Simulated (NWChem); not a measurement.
Species: C$_{2}$H$_{10}$AlNOSi; SMILES [CH3][Al]([CH3])[O][SiH2]N

```xyz
16

Si    -0.6132    -1.9148    -0.0252
N      0.7943    -2.9072     0.0484
O     -0.3557    -0.2851    -0.0166
Al     0.0529     1.3727    -0.0030
C      1.9434     1.8678    -0.0144
C     -1.3950     2.6814     0.0285
H     -1.3131    -2.2642    -1.2966
H     -1.4355    -2.2602     1.1720
H      1.3171    -2.9950     0.9124
H      1.4083    -2.9896    -0.7539
H      2.1507     2.7114     0.6651
H      2.6036     1.0317     0.2643
H      2.2470     2.2014    -1.0227
H     -1.6427     2.9516     1.0705
H     -1.1242     3.6192    -0.4833
H     -2.3189     2.2922    -0.4278
```
Atoms are numbered in this order, from 1.

All runs: NWChem. Pople sets run with spherical d functions. The geometry was optimised at PBE0/def2-SVP. Not confirmed as a minimum by frequencies. LC-ωPBE (HJS hole) with 6-31G*; x = 1 − exp(−ω/0.25 bohr⁻¹) is a scale chosen for this fit.

```
row           x  −ε(HOMO) (eV)
--------  -----  -------------
ω = 0.10  0.330           7.08
ω = 0.15  0.451       withheld
ω = 0.25  0.632           8.82
ω = 0.35  0.753           9.62
ω = 0.40  0.798           9.93
```

Question: Fit a straight line of the last column on the one before it, predict the withheld value, and compare with the run.

Answer: 
1. Means of the 4 shown rows: x = 0.6282, y = 8.863. Slope Σ(x − x̄)(y − ȳ)/Σ(x − x̄)² = 0.8072/0.1333 = 6.053; intercept 5.060.
2. The shown rows scatter about the line by 0.040 (root mean square); the largest residual is -0.07, at ω = 0.25.
3. At x = 0.451 (ω = 0.15; inside the shown range) the line gives 7.79.
4. The run gives 7.74, -0.05 from the line, 1.3 times the scatter.
